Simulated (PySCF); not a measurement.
**Converging PbCl in the basis (PBE0)**

PySCF, UKS reference; doublet, unpaired electrons π ↑; De to Pb + Cl without counterpoise correction.

| basis | relativity | functions | Re (Å) | ωe (cm⁻¹) | De (eV) | μ (D) |
| --- | --- | --- | --- | --- | --- | --- |
| def2-SVP | scalar-relativistic core potentials | 44 | 2.490 | 324 | 3.69 | -3.58 |
| def2-SVPD | scalar-relativistic core potentials | 59 | 2.511 | 310 | 3.78 | -3.98 |
| cc-pVTZ-PP/cc-pV(T+d)Z | scalar-relativistic core potentials | 78 | 2.470 | 315 | 3.77 | -3.59 |
| x2c-TZVPPall | spin-free X2C | 125 | 2.453 | 319 | 3.80 | -3.47 |

How does each smaller set differ from the one with most functions, x2c-TZVPPall?

def2-SVP: +3.7 pm, +1.6 % in ωe, -0.11 eV in De; def2-SVPD: +5.8 pm, -2.8 % in ωe, -0.02 eV in De; cc-pVTZ-PP/cc-pV(T+d)Z: +1.7 pm, -1.3 % in ωe, -0.03 eV in De. All at PBE0; the set with most functions is neither the basis-set limit nor always the best. The rows treat relativity differently, so the differences are not basis effects alone.

A positive dipole means Pb(−)Cl(+). Spin–orbit coupling is left out, which matters for elements this heavy, above all for dissociation energies. The state was picked by a PBE0 search and need not be the measured ground state.
